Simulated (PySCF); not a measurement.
Si(H)2(Cl)(OMe) (CH₅ClOSi), SMILES CO[SiH2]Cl.

The structure is a stationary point at PBE-D3(BJ)/def2-SVP. One conformer was computed; it need not be the lowest.

Computed with PySCF with r2SCAN/def2-TZVP.

Gas-phase values at a fixed geometry.

```yaml
total_energy: -866.06210 hartree
highest_occupied_level: -7.40 eV
lowest_empty_level: -0.12 eV
orbital_gap: 7.28 eV
dipole_moment: 1.42 D
quadrupole, principal values (traceless, Buckingham form, about the centre of nuclear charge): -4.45, -0.71, 5.16 D·Å
mean_static_polarisability: 53.0 bohr³ (7.86 Å³)
polarisability_principal_values: 46.0, 53.9, 59.1 bohr³
```
